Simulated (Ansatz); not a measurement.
Two isomers of CH8ClNSi2: A = `CN[SiH]([SiH3])Cl`, B = `[SiH3]NC[SiH2]Cl`.

Calculated with Ansatz (gas phase, PBE0-D4/def2-TZVP geometries, no zero-point term in ΔE). CBS: MP2 limit from def2 TZ/QZ plus the TZ coupled-cluster correction, frozen cores. DFT in def2-TZVPP. B3LYP here is the variant with VWN-RPA as its local correlation; programs differ in this. Each species was taken in one conformer, which may not be the lowest.

Which is lower in electronic energy at CCSD(T)/CBS, and by how much? (An estimate is asked.)

Ansatz gave: A, by 26.0 kJ/mol.

Give E(B) − E(A) in kJ/mol with B3LYP, ωB97M-V, r2SCAN-D4, CCSD(T)/def2-TZVPP, MP2/def2-TZVPP, CCSD(T)/def2-SVP, B3LYP-D4. (Best estimate.)

The calculation gave: B3LYP 25.6, ωB97M-V 21.8, r2SCAN-D4 31.4, CCSD(T)/def2-TZVPP 24.9, MP2/def2-TZVPP 19.7, CCSD(T)/def2-SVP 24.1, B3LYP-D4 28.9. None reverses the order clearly.

Does the order hold for the free energy at 298.15 K (harmonic terms from PBE0-D4)? (Best estimate.)

The calculation gave: Yes: G(B) − G(A) = +19.4 kJ/mol, for one conformer each. Modes under 60 cm⁻¹, often nearly free rotors, make the harmonic entropy too high.

Largest T1 diagnostic: 0.011.

Leaving LDA and LC-ωPBE aside and taking each functional with its dispersion term where it has one, the values, not all of them listed here, spread over 17.1 kJ/mol, from ωB97M-V to PBE-D4. From BLYP to BHLYP (50 % exact exchange), in def2-TZVPP and without D4, E(B) − E(A) moves by −5.8 kJ/mol.
